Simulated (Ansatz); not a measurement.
C2H7GeN can be A, `C=C[NH][GeH3]`, or B, `C=N[CH2][GeH3]`.

Gas-phase electronic energies from Ansatz, PBE0-D4/def2-TZVP geometries. CCSD(T)/CBS is the MP2 limit (def2-TZVPP, def2-QZVPP) plus CCSD(T) − MP2 in def2-TZVPP, frozen cores. Functionals use def2-TZVPP. B3LYP here is the variant with VWN-RPA as its local correlation; programs differ in this. For Ge outer-core shells are correlated without core-valence functions, which leaves a few kJ/mol of doubt a bond. Scalar relativity is left out up to krypton. One conformer a species, not always the lowest.

(1) Which isomer does CCSD(T)/CBS put lower? Give the gap. (Best estimate.)

(2) Give E(B) − E(A) in kcal/mol with HF/def2-TZVPP, MP2/def2-TZVPP, B3LYP-D4, r2SCAN-D4, B2PLYP, PBE0-D4, B3LYP. (Best estimate.)

Largest T1 diagnostic: 0.012.

Results:

(1) The calculation gave: A, by 11.4 kcal/mol.

(2) The calculation gave: HF/def2-TZVPP 13.4, MP2/def2-TZVPP 11.8, B3LYP-D4 12.0, r2SCAN-D4 12.5, B2PLYP 12.0, PBE0-D4 12.0, B3LYP 12.1. None reverses the order clearly.

In def2-TZVPP, CCSD(T) changes the Hartree–Fock value by −2.7 kcal/mol (the triples alone add −0.3 kcal/mol) and MP2 by −1.6 kcal/mol. From PBE to PBE0 (25 % exact exchange), in def2-TZVPP and without D4, E(B) − E(A) moves by +1.0 kcal/mol.
